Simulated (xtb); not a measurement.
xtb job for C3H7NSi, SMILES C1=CN(C1)[SiH3], GFN2-xTB. 

```
$ xtb mol.xyz --gfn 2 --sp --chrg 0 --uhf 0 --json
$ cat mol.xyz
12

Si     1.69390048    -0.13321961    -0.05079347
N      0.00907973     0.14299722     0.10994177
C     -1.00048489    -0.37121657     0.92104749
C     -2.01745225    -0.03379236     0.11681037
C     -1.02551600     0.53049043    -0.86419582
H      2.19194302     1.01629996    -0.80590123
H      2.20080535    -0.20302086     1.31796171
H      2.03610922    -1.37172718    -0.76940968
H     -0.86403394    -0.84714992     1.87361443
H     -3.08364736    -0.09697556     0.13282948
H     -0.93781319     0.00725744    -1.81590328
H     -1.06080891     1.60652128    -1.03364737
```

Output:

```
[banner left out]
          |                Calculation Setup                |
           -------------------------------------------------



           -------------------------------------------------
          |                 G F N 2 - x T B                 |
           -------------------------------------------------

        Reference                      10.1021/acs.jctc.8b01176
      * Hamiltonian:
        H0-scaling (s, p, d)           1.850000    2.230000    2.230000
        zeta-weighting                 0.500000
      * Dispersion:
        s8                             2.700000
        a1                             0.520000
        a2                             5.000000
        s9                             5.000000
      * Repulsion:
        kExp                           1.500000    1.000000
        rExp                           1.000000
      * Coulomb:
        alpha                          2.000000
        third order                    shell-resolved
        anisotropic                    true
        a3                             3.000000
        a5                             4.000000
        cn-shift                       1.200000
        cn-exp                         4.000000
        max-rad                        5.000000


          ...................................................
          :                      SETUP                      :
          :.................................................:
          :  # basis functions                  33          :
          :  # atomic orbitals                  32          :
          :  # shells                           18          :
          :  # electrons                        28          :
          :  max. iterations                   250          :
          :  Hamiltonian                  GFN2-xTB          :
          :  restarted?                      false          :
          :  GBSA solvation                  false          :
          :  PC potential                    false          :
          :  electronic temp.          300.0000000     K    :
          :  accuracy                    1.0000000          :
          :  -> integral cutoff          0.2500000E+02      :
          :  -> integral neglect         0.1000000E-07      :
          :  -> SCF convergence          0.1000000E-05 Eh   :
          :  -> wf. convergence          0.1000000E-03 e    :
          :  Broyden damping             0.4000000          :
          :  net charge                          0          :
          :  unpaired electrons                  0          :
          ...................................................

 iter      E             dE          RMSdq      gap      omega  full diag
   1    -14.7541299 -0.147541E+02  0.521E+00    4.23       0.0  T
   2    -14.8101796 -0.560497E-01  0.319E+00    4.14       1.0  T
   3    -14.8018542  0.832540E-02  0.222E+00    4.33       1.0  T
   4    -14.8158699 -0.140157E-01  0.127E+00    4.21       1.0  T
   5    -14.8175194 -0.164942E-02  0.414E-01    4.23       1.0  T
   6    -14.8182192 -0.699805E-03  0.216E-01    4.22       1.0  T
   7    -14.8182730 -0.537817E-04  0.592E-02    4.21       1.0  T
   8    -14.8182725  0.402124E-06  0.328E-02    4.22       1.0  T
   9    -14.8182749 -0.238103E-05  0.135E-02    4.22       2.1  T
  10    -14.8182754 -0.510837E-06  0.429E-03    4.22       6.7  T
  11    -14.8182755 -0.486651E-07  0.163E-03    4.22      17.7  T
  12    -14.8182755 -0.778770E-08  0.673E-04    4.22      42.9  T
  13    -14.8182755 -0.155720E-08  0.982E-05    4.22     294.1  T

   *** convergence criteria satisfied after 13 iterations ***

         #    Occupation            Energy/Eh            Energy/eV
      -------------------------------------------------------------
         1        2.0000           -0.7199907             -19.5919
       ...           ...                  ...                  ...
         8        2.0000           -0.4976180             -13.5409
         9        2.0000           -0.4393120             -11.9543
        10        2.0000           -0.4343701             -11.8198
        11        2.0000           -0.4297634             -11.6945
        12        2.0000           -0.4228737             -11.5070
        13        2.0000           -0.4154818             -11.3058
        14        2.0000           -0.3526795              -9.5969 (HOMO)
        15                         -0.1977150              -5.3801 (LUMO)
        16                         -0.1755919              -4.7781
        17                         -0.1660864              -4.5194
        18                         -0.1516695              -4.1271
        19                         -0.0770917              -2.0978
       ...                                ...                  ...
        32                          0.8085535              22.0019
      -------------------------------------------------------------
                  HL-Gap            0.1549644 Eh            4.2168 eV
             Fermi-level           -0.2751973 Eh           -7.4885 eV

 SCC (total)                   0 d,  0 h,  0 min,  0.013 sec
 SCC setup                      ...        0 min,  0.000 sec (  0.909%)
 Dispersion                     ...        0 min,  0.000 sec (  0.931%)
 classical contributions        ...        0 min,  0.000 sec (  0.215%)
 integral evaluation            ...        0 min,  0.002 sec ( 13.272%)
 iterations                     ...        0 min,  0.007 sec ( 50.923%)
 molecular gradient             ...        0 min,  0.004 sec ( 31.913%)
 printout                       ...        0 min,  0.000 sec (  1.609%)

         :::::::::::::::::::::::::::::::::::::::::::::::::::::
         ::                     SUMMARY                     ::
         :::::::::::::::::::::::::::::::::::::::::::::::::::::
         :: total energy             -14.611962521313 Eh    ::
         :: gradient norm              0.000120215977 Eh/a0 ::
         :: HOMO-LUMO gap              4.216796665212 eV    ::
         ::.................................................::
         :: SCC energy               -14.818268608170 Eh    ::
         :: -> isotropic ES            0.017168803481 Eh    ::
         :: -> anisotropic ES          0.005547731725 Eh    ::
         :: -> anisotropic XC          0.009144327893 Eh    ::
         :: -> dispersion             -0.007627867205 Eh    ::
         :: repulsion energy           0.206306086858 Eh    ::
         :: add. restraining           0.000000000000 Eh    ::
         :: total charge              -0.000000000000 e     ::
         :::::::::::::::::::::::::::::::::::::::::::::::::::::

           -------------------------------------------------
          |                Property Printout                |
           -------------------------------------------------

    * Orbital Energies and Occupations

         #    Occupation            Energy/Eh            Energy/eV
      -------------------------------------------------------------
         1        2.0000           -0.7199907             -19.5919
         2        2.0000           -0.6627850             -18.0353
         3        2.0000           -0.5996207             -16.3165
         4        2.0000           -0.5722147             -15.5708
         5        2.0000           -0.5367009             -14.6044
         6        2.0000           -0.5204029             -14.1609
         7        2.0000           -0.5041549             -13.7188
         8        2.0000           -0.4976180             -13.5409
         9        2.0000           -0.4393120             -11.9543
        10        2.0000           -0.4343701             -11.8198
        11        2.0000           -0.4297634             -11.6945
        12        2.0000           -0.4228737             -11.5070
        13        2.0000           -0.4154818             -11.3058
        14        2.0000           -0.3526795              -9.5969 (HOMO)
        15                         -0.1977150              -5.3801 (LUMO)
        16                         -0.1755919              -4.7781
        17                         -0.1660864              -4.5194
        18                         -0.1516695              -4.1271
        19                         -0.0770917              -2.0978
        20                         -0.0363122              -0.9881
        21                          0.0319836               0.8703
        22                          0.0984956               2.6802
        23                          0.1452757               3.9532
        24                          0.1857358               5.0541
        25                          0.2317285               6.3057
       ...                                ...                  ...
        32                          0.8085535              22.0019
      -------------------------------------------------------------
                  HL-Gap            0.1549644 Eh            4.2168 eV
             Fermi-level           -0.2751973 Eh           -7.4885 eV

     #   Z          covCN         q      C6AA      α(0)
     1  14 Si       3.595     0.458    99.201    19.134
     2   7 N        2.924    -0.233    26.080     7.585
     3   6 C        3.320     0.026    25.312     8.010
     4   6 C        3.172    -0.087    29.761     8.911
     5   6 C        4.230     0.017    20.196     6.382
     6   1 H        0.918    -0.104     5.719     3.740
     7   1 H        0.919    -0.103     5.660     3.721
     8   1 H        0.916    -0.100     5.573     3.693
     9   1 H        0.926     0.021     2.717     2.578
    10   1 H        0.927     0.029     2.597     2.520
    11   1 H        0.925     0.033     2.540     2.492
    12   1 H        0.925     0.041     2.436     2.441

 Mol. C6AA /au·bohr⁶  :       1878.090223
 Mol. C8AA /au·bohr⁸  :      54817.708678
 Mol. α(0) /au        :         71.206465


Wiberg/Mayer (AO) data.
largest (>0.10) Wiberg bond orders for each atom

 ---------------------------------------------------------------------------
     #   Z sym  total        # sym  WBO       # sym  WBO       # sym  WBO
 ---------------------------------------------------------------------------
     1  14 Si   3.799 --     2 N    1.060     6 H    0.892     7 H    0.892
                             8 H    0.888
     2   7 N    3.406 --     3 C    1.140     1 Si   1.060     5 C    0.991
                             4 C    0.109
     3   6 C    3.960 --     4 C    1.774     2 N    1.140     9 H    0.970
     4   6 C    3.957 --     3 C    1.774     5 C    1.015    10 H    0.973
                             2 N    0.109
     5   6 C    3.973 --     4 C    1.015     2 N    0.991    11 H    0.967
                            12 H    0.964
     6   1 H    0.989 --     1 Si   0.892
     7   1 H    0.989 --     1 Si   0.892
     8   1 H    0.990 --     1 Si   0.888
     9   1 H    1.000 --     3 C    0.970
    10   1 H    0.999 --     4 C    0.973
    11   1 H    0.999 --     5 C    0.967
    12   1 H    0.998 --     5 C    0.964
 ---------------------------------------------------------------------------

Topologies differ in total number of bonds
Writing topology from bond orders to xtbtopo.mol

molecular dipole:
                 x           y           z       tot (Debye)
 q only:        0.119       0.011      -0.157
   full:        0.018      -0.029      -0.204       0.526
molecular quadrupole (traceless):
                xx          xy          yy          xz          yz          zz
 q only:        0.238      -0.331      -0.448       0.380      -0.602       0.210
  q+dip:       -1.636      -0.565       0.055       0.779      -1.171       1.581
   full:       -0.672      -0.282      -0.460       0.745      -1.211       1.132


           -------------------------------------------------
          | TOTAL ENERGY              -14.611962521313 Eh   |
Note: The following floating-point exceptions are signalling: IEEE_UNDERFLOW_FLAG IEEE_DENORMAL
normal termination of xtb
          | GRADIENT NORM               0.000120215977 Eh/α |
          | HOMO-LUMO GAP               4.216796665212 eV   |
           -------------------------------------------------

------------------------------------------------------------------------
------------------------------------------------------------------------
 total:
 SCF:
```

Self-consistency was reached.

Cost: roughly 0.05 core-seconds.
